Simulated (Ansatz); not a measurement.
C₂H₅ClSi₂, SMILES C#C[Si@@H]([SiH3])Cl.

The structure is a stationary point at PBE0-D3(BJ)/def2-SVP. The structure was generated by enumeration; whether it is a known compound was not checked.

Two levels are set side by side: PBE/def2-SVPD (Ansatz, a quantum-chemistry and plane-wave program) and PBE0/def2-SVPD (Ansatz). Energy differences of separate SCF runs at the same geometry; the states with an electron removed or added have multiplicity 2 and 2. Differences are taken from unrounded values.

| quantity | PBE0 |
|---|---|
| vertical ionisation energy (eV) | 9.83 |
| vertical singlet–triplet gap (eV) | 4.81 |

### Question
What does PBE give, and how far is it from PBE0? (Estimate from the structure and the level; the computed values follow.)

### Answer

```json
[
 {"quantity": "vertical ionisation energy (eV)", "PBE": "9.47", "PBE minus PBE0": "-0.36"},
 {"quantity": "vertical singlet–triplet gap (eV)", "PBE": "4.67", "PBE minus PBE0": "-0.15"}
]
```
